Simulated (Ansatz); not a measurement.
`CNBCl` → `BCl` + `C=N`  (β-hydride elimination)

Computed with Ansatz on PBE0-D4/def2-TZVP structures; ΔE is electronic, products minus reactants. CCSD(T)/CBS adds triple-zeta CCSD(T) − MP2 to the extrapolated MP2 energy (def2 sets, frozen cores). This one scheme is used for every species. DFT in def2-TZVPP. HSE06 is defined as in plane-wave codes. One conformer a species, not always the lowest.

| level | ΔE (kJ/mol) | difference from CCSD(T)/CBS |
| --- | --- | --- |
| LDA (SPW92) | 334.2 | 62.2 |
| PBE-D4 | 281.6 | 9.6 |
| PBE-QIDH | 292.8 | 20.8 |
| revPBE | 250.7 | -21.3 |
| BLYP | 241.9 | -30.1 |
| HSE06 | 286.9 | 14.9 |
| BHLYP | 272.5 | 0.5 |
| SCS-MP2/def2-QZVPP | 268.2 | -3.8 |
| MP2/CBS(def2) | 286.1 | 14.1 |
| CCSD/CBS(def2) | 271.6 | -0.4 |
| CCSD(T)/CBS | 272.0 | 0 |

What do rigid-rotor, harmonic-oscillator terms from PBE0-D4/def2-TZVP frequencies (298.15 K, 1 bar) make of the CCSD(T)/CBS value? (An estimate is asked.)

The calculation gave: ΔZPE = -22.8 kJ/mol, ΔH = +253.6 kJ/mol, ΔS = 159 J/(mol·K), ΔG = +206.2 kJ/mol.

Largest T1 diagnostic among the species: 0.012.

From PBE to PBE0 (25 % exact exchange), in def2-TZVPP and without D4, ΔE moves by +11.8 kJ/mol. In def2-TZVPP, CCSD(T) changes the Hartree–Fock value by +21.5 kJ/mol (the triples alone add +0.3 kJ/mol) and MP2 by +35.6 kJ/mol.
